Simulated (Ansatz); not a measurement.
Ga2PF3 (the lowest singlet isomer of a short search). The state is a singlet with charge 0. Geometry PBE-D4/def2-SVP, basis def2-TZVP, Ansatz.

```xyz
6

Ga   -0.1154   -0.9600   -0.9898
Ga    0.4807    1.0446    0.7702
P     1.6680    0.3860   -1.0042
F    -1.1382   -2.2570   -1.5754
F     0.1331    2.0227    2.1821
F    -1.0281   -0.2364    0.6171
```

```
run  HOMO (eV)  LUMO (eV)
  A      -6.39      -2.98
  B      -9.23      -0.23
  C      -6.41      -2.89
  D      -7.15      -2.27
  E      -6.17      -3.12
  F      -7.98      -1.46
```

The structure comes from a short search, and lower isomers may exist.

Q: The runs used B97M-V, BHLYP, PBE, PBE0, r2SCAN, ωB97X-V. Estimate which is which.

A: A B97M-V (0 % exact exchange); B ωB97X-V (range-separated); C r2SCAN (0 % exact exchange); D PBE0 (25 % exact exchange); E PBE (0 % exact exchange); F BHLYP (50 % exact exchange). Exact exchange lowers occupied and raises empty levels; among semilocal functionals meta-GGAs tend to open the gap a little, and such runs are hard to tell apart. The gap grows from 3.05 eV (PBE) to 8.99 eV (ωB97X-V).
